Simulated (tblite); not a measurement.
Compound: C5H14SSi.
Z-matrix (Å and degrees, GFN2-xTB geometry), rows numbered from 1:
```
C 
C   1  1.5227
C   2  1.5253  1  112.54
C   3  1.5193  2  111.86  1  -171.11
S   3  1.8466  2  108.93  1    67.78
Si  5  2.1419  3  101.06  2  -149.62
C   6  1.8867  5  106.60  3   177.73
H   1  1.0872  2  110.41  3  -178.92
H   1  1.0885  2  110.55  3    60.94
H   1  1.0871  2  110.12  3   -59.09
H   2  1.0916  1  109.60  3   121.00
H   2  1.0936  1  109.57  3  -120.60
H   3  1.0929  2  109.75  1   -48.41
H   4  1.0877  3  109.92  2   -59.05
H   4  1.0890  3  110.11  2    60.81
H   4  1.0876  3  110.83  2  -179.02
H   6  1.4648  5  108.98  3   -61.30
H   6  1.4640  5  107.41  3    57.03
H   7  1.0849  6  110.44  5   178.62
H   7  1.0858  6  111.27  5    58.60
H   7  1.0859  6  111.26  5   -61.41
```

Computed with GFN2-xTB (tblite): harmonic, unscaled wavenumbers at the GFN2-xTB geometry, gas phase. The method is semi-empirical: single wavenumbers can be off by several per cent or more. Modes of hydrogen on silicon can be 10 to 20 % off. One conformer, not necessarily the lowest.

Harmonic wavenumbers (cm⁻¹): 27.3, 41.5, 100.8, 107.0, 108.5, 172.6, 200.9, 212.1, 241.7, 318.9, 356.5, 449.2, 458.4, 525.4, 571.5, 639.6, 686.7, 775.3, 795.6, 827.7, 828.7, 846.5, 890.4, 985.2, 1020.9, 1074.7, 1083.6, 1123.7, 1163.3, 1228.0, 1268.1, 1284.3, 1349.3, 1370.5, 1407.1, 1412.9, 1475.6, 1477.9, 1480.1, 1488.2, 1495.1, 1499.9, 1502.8, 2232.3, 2258.8, 2935.4, 2955.2, 2988.5, 3012.7, 3025.1, 3034.5, 3039.1, 3039.7, 3041.9, 3044.6, 3045.5, 3052.2.

A = 2954, B = 913.5, C = 792.6 MHz; mass 134.059 u (most abundant isotopes); point group C1, symmetry number 1.

Problem. What is the zero-point energy?

Solution. Half the sum of the wavenumbers: 38540 cm⁻¹ = 461.04 kJ/mol.

Problem. Give the ideal-gas entropy at 298.15 K and 1 bar in the rigid-rotor, harmonic-oscillator model (classical rotation).

Solution. Translation 169.95, rotation 123.00, vibration 155.86: S = 448.8 J/(mol K).

Problem. And Cp and H(298.15 K) − H(0)?

Solution. Cp = 175.96 J/(mol K), of which vibrations give 142.71 (their classical limit is 57 R = 473.9); H(298.15 K) − H(0) = 32.84 kJ/mol without the zero-point energy, 22.93 from vibrations.

Problem. Which modes carry the vibrational entropy at 298.15 K?

Solution. 27.3 cm⁻¹: 25.17; 41.5 cm⁻¹: 21.70; 100.8 cm⁻¹: 14.39; 107.0 cm⁻¹: 13.90; 108.5 cm⁻¹: 13.79; 172.6 cm⁻¹: 10.07 J/(mol K); the other 51 give 56.84 together.

Problem. How do the functions run with temperature in this model?

Solution. 
```
T (K)  S (J/(mol K))  Cp (J/(mol K))  H − H(0) (kJ/mol)  G − H(0) (kJ/mol)  ln q(vib)
  100          310.7            91.7               6.31             -24.76       2.91
  200          387.5           134.1              17.64             -59.87       6.36
  300          449.9           176.8              33.17            -101.80       9.56
  500          559.3           255.1              76.68            -202.98      15.53
  800          698.2           336.0             166.30            -392.29      23.80
 1000          777.4           372.8             237.36            -540.01      28.87
```

q(vib) and H(0) count from the zero-point level.

Problem. Blend soft modes into free rotors: weight 1/[1 + (100 cm⁻¹/ν̃)⁴] for the oscillator and the rest for a rotor with moment μB/(μ + B), μ = h/(8π²ν), B = 10⁻⁴⁴ kg m². What vibrational entropy results?

Solution. 139.10 J/(mol K) in place of 155.86, which changes −T·S at 298.15 K by +5.00 kJ/mol.

Hindered rotation and anharmonicity are outside this model. Other conformers, if any are populated, would add a mixing term that is left out. The structure is chiral; the term R ln 2 for an equal mix with its mirror image is left out.

Time: 2.7 s. Hardware: Intel Xeon at 2.50 GHz, one thread (shared host). The figure is for the frequency step alone.
